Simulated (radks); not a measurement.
Hf III, 70 electrons, occupied as [Xe] 4f14 6s1 6p1 (not the ground configuration).

All-electron calculation, scalar-relativistic Kohn-Sham, PBEsol, spin-polarised, spherical densities, finite nucleus; open shells are filled with parallel spins first (spin-orbit coupling, left out, can overturn this in heavy ions); Fermi nuclear charge, rms radius 5.347 fm. Program: a radial shooting solver on a logarithmic mesh with Libxc functionals.

Energy parts (hartree):
| part | energy |
|---|---|
| total | -15070.6036 |
| kinetic | 16505.9398 |
| electron-nucleus | -37122.5330 |
| Hartree | 5848.3358 |
| exchange-correlation | -302.3462 |

Orbitals (lengths in bohr, moments of r in powers of bohr; r(max) is where P^2 peaks):
orbital  occ.  eigenvalue (hartree)   <1/r>   r(max)      <r>
1s up       1             -2398.368   83.75  0.01191  0.01900
1s down     1             -2398.367   83.75  0.01191  0.01900
2s up       1             -410.8855   19.56  0.06809  0.08040
2s down     1             -410.8849   19.56  0.06809  0.08040
2p up       3             -361.0143   17.85  0.05568  0.07174
2p down     3             -361.0135   17.85  0.05568  0.07174
3s up       1             -94.24236   7.235   0.1922   0.2088
3s down     1             -94.24179   7.235   0.1922   0.2088
3p up       3             -79.33732   6.710   0.1898   0.2086
3p down     3             -79.33671   6.710   0.1898   0.2086
3d up       5             -61.66355   6.349   0.1546   0.1890
3d down     5             -61.66292   6.349   0.1546   0.1890
4s up       1             -19.62656   3.066   0.4374   0.4684
4s down     1             -19.62554   3.067   0.4375   0.4684
4p up       3             -14.73509   2.792   0.4583   0.4979
4p down     3             -14.73393   2.792   0.4583   0.4978
4d up       5              -8.40841   2.475   0.4710   0.5355
4d down     5              -8.40688   2.475   0.4710   0.5354
4f up       7              -1.43818   1.921   0.4544   0.6729
4f down     7              -1.43532   1.923   0.4544   0.6714
5s up       1              -3.28020   1.179    1.014    1.128
5s down     1              -3.27391   1.181    1.014    1.127
5p up       3              -2.10880  0.9908    1.153    1.319
5p down     3              -2.09916  0.9946    1.152    1.313
6s up       1              -0.78486  0.4450    2.595    2.842
6s down     0              -0.71749  0.4568    2.549    2.784
6p up       1              -0.55443  0.3682    3.131    3.426

The highest occupied level is 6p up at -15.087 eV. The configuration is held as typed, so some empty levels lie below it. The spin density at the nucleus is 93.75 e/bohr^3 (1s 0.18, 2s 0.11, 3s 0.11, 4s -0.02, 5s -1.07, 6s 94.44). Spin moment in Bohr magnetons: 2. Summed over all electrons, <r^2> = 51.22 bohr^2, which gives a Langevin (diamagnetic) susceptibility term of -40.6 x 10^-6 cm^3/mol. The electron density at the nucleus is 1.28e+06 e/bohr^3 (large components only).
